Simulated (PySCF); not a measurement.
# How the method changes the constants of YH

State: ¹Σ⁺ (singlet), closed shell. Set-up: PySCF, scalar-relativistic core potentials, basis sets Y def2-TZVPP with ECP28, H def2-TZVPP. De refers to Y (4d1 5s2) + H in their high-spin ground configurations, without counterpoise correction. A positive dipole means Y(−)H(+).

```
      Level  Re (Å)  ωe (cm⁻¹)  De (eV)  μ (D)
        RHF   1.955       1517      n/a  -1.45
    RHF-MP2   1.918       1554      n/a    n/a
RHF-SCS-MP2   1.924       1544      n/a    n/a
   RHF-CCSD   1.933       1519     3.01    n/a
RHF-CCSD(T)   1.933       1513     3.03    n/a
        PBE   1.916       1516     2.80  -1.67
     PBEsol   1.914       1520     2.90  -1.65
       BP86   1.918       1514     2.93  -1.74
       TPSS   1.922       1541     2.99  -1.72
     r²SCAN   1.913       1549     2.68  -1.70
       PBE0   1.911       1547     2.77  -1.67
     M06-2X   1.906       1566     2.70  -1.60
    LC-ωPBE   1.922       1551     2.85  -1.66
```

**Question.** Which functional lies closest to RHF-CCSD(T) in De, which farthest, and by how much do they differ from it?

**Answer.** Closest is TPSS (-1.1 pm in Re, +1.9 % in ωe, -0.04 eV in De against RHF-CCSD(T) in the same basis), farthest r²SCAN (-2.0 pm in Re, +2.4 % in ωe, -0.35 eV in De). CCSD(T) converges more slowly with the basis than the functionals do and binds too weakly in this one, so the order can change at the basis-set limit.

**Question.** What does the step from GGA to meta-GGA do here, going from PBE to r²SCAN?

**Answer.** r²SCAN less PBE: -0.3 pm in Re, +2.2 % in ωe, -0.12 eV in De. 

**Question.** What does second-order correlation do here, going from RHF to RHF-MP2?

**Answer.** RHF-MP2 less RHF: -3.7 pm in Re, +2.4 % in ωe. Correlation nearly always deepens the well. The bond shortens, as in weak, metallic or heavy-atom bonds, where dispersion and the correlation of outer-core electrons pull the atoms together.

Correlated steps freeze no core orbitals. The metal atom is held in its measured ground configuration; semilocal functionals can put another filling of s and d lower by some tenths of an eV, and De to that atom would be smaller. Spin–orbit coupling is left out, which matters for elements this heavy, above all for dissociation energies. Where the molecule has an RHF reference, its open-shell atoms are computed with UHF. The CCSD T1 diagnostic is raised, a sign that a single reference may not be enough here.

The whole job (state search and all levels along the bond) took about 3.8 min on 1 thread of Arm Neoverse V1 (shared host), peak memory 1.4 GiB.
